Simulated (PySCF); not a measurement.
# Two-component Hartree-Fock for Ni²⁺ (nickel, charge +2)

Start: [Ar] 3d8; 3d3/2 filled at m_j = -3/2, -1/2, +1/2, +3/2; 3d5/2 filled at m_j = -1/2, +1/2, +3/2, +5/2. Calculated with PySCF 2.14 in x2c-TZVPall-2c: generalised Hartree-Fock with the X2C-1e Hamiltonian and a Gaussian nucleus; one run each with spin-orbit coupling (SO) switched off, then screened by Boettger's factors.

```csv
spinor shell,electrons,"ε, spin-free (eV)","ε, screened SO (eV)",weight of nominal j (screened SO),"rms radius, screened SO (bohr)"
1s1/2,2,-8422.3,-8422.2,1.000,0.0624
2s1/2,2,-1070.3,-1070.2,1.000,0.265
2p1/2,2,-919.57,-931.97,0.999,0.236
2p3/2,4,-919.57,-913.47,0.999,0.239
3s1/2,2,-155.44,-155.42,1.000,0.796
3p1/2,2,-109.38,-113.26,0.803,0.841
3p3/2,4,-109.38,-107.44,0.901,0.851
3d3/2,4,-38.345,-38.293,0.686,1.08
3d5/2,4,-38.345,-38.403,0.731,1.08
```

```tsv
quantity	spin-free	screened SO
E (hartree)	-1518.21105	-1518.24826
M_J	4	4
⟨J²⟩	20.006	20.006
⟨L²⟩	12.003	12.010
⟨S²⟩	2.002	2.002
```

Each row is a mean over spinors that exchange with the open shell spreads, by up to 10.872 eV (3p3/2).

Rows whose weight is well below 1 are mixtures of j = l ± 1/2: exchange outweighs spin-orbit coupling there, and the label is only the starting occupation.

Without spin-orbit coupling the j labels of p, d and f shells carry no meaning; the spin-free column gives the mean over the occupied spinors of each nl shell.
